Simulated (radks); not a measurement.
Values are calculated unless marked as measured or tabulated.
Question: Species: neutral thallium. Configuration: [Hg] 6p1. Code: a radial shooting solver on a logarithmic mesh with Libxc functionals. Model: scalar-relativistic Kohn-Sham, SCAN, spin-polarised, spherical densities, finite nucleus; open shells are filled with parallel spins first (spin-orbit coupling, left out, can overturn this in heavy ions); meta-GGA in the generalised Kohn-Sham scheme; Fermi nuclear charge, rms radius 5.4759 fm. Some entries of the table are withheld. Estimate them.

orbital  occ.  eigenvalue (hartree)  r(max) (bohr)
1s up       1             -3148.807        0.01003
1s down     1             -3148.807        0.01003
2s up       1             -561.7418        0.05810
2s down     1             -561.7418        0.05810
2p up       3             -483.1175        0.04832
2p down     3             -483.1174        0.04832
3s up       1             -134.5688         0.1637
3s down     1             -134.5686         0.1637
3p up       3             -111.8130         0.1636
3p down     3             -111.8129         0.1636
3d up       5             -88.15814         0.1336
3d down     5             -88.15800         0.1336
4s up       1             -30.27643         0.3690
4s down     1             -30.27636         0.3690
4p up       3             -22.78378         0.3888
4p down     3             -22.78373         0.3888
4d up       5             -13.95954         0.3954
4d down     5             -13.95940         0.3954
5s down     1              -4.90255         0.8074
5s up       1              -4.90130         0.8074
4f up       7              -4.23482            (1)
4f down     7              -4.23448            (2)
5p down     3              -2.86316         0.9062
5p up       3              -2.86116         0.9059
5d up       5              -0.58147            (3)
5d down     5              -0.57825            (4)
6s up       1              -0.37616          2.073
6s down     1              -0.35579          2.063
6p up       1              -0.10167          2.889

Answer: 
(1) 4f up r(max) (bohr): 0.3585
(2) 4f down r(max) (bohr): 0.3585
(3) 5d up r(max) (bohr): 1.109
(4) 5d down r(max) (bohr): 1.108
